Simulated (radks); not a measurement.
Values are calculated unless marked as measured or tabulated.
Valence configurations of P2+ (all share [Ne]). Level of theory: Dirac Kohn-Sham, PBE, spin-unpolarised, spherical densities, point nucleus; open shells are shared between the two j in proportion to 2j + 1 (a radial shooting solver on a logarithmic mesh with Libxc functionals). Energies are relative to 3s2 3p1; eigenvalues in eV.

valence	E (eV)	e(3p1/2)	e(3p3/2)	e(3s1/2)
3s2 3p1	0.000	-24.327	-24.248	-33.955
3p3	19.480	-25.465	-25.382	-
3s1 3p2	9.711	-24.910	-24.830	-34.598
3s1.5 3p1.5	4.848	-24.622	-24.543	-34.281
3s0.5 3p2.5	14.589	-25.191	-25.110	-34.906

NIST lists [Ne] 3s2 3p1 as the ground configuration; this level of theory agrees among the configurations tried. The energies are those of spherical spin-averaged densities, not of single terms.
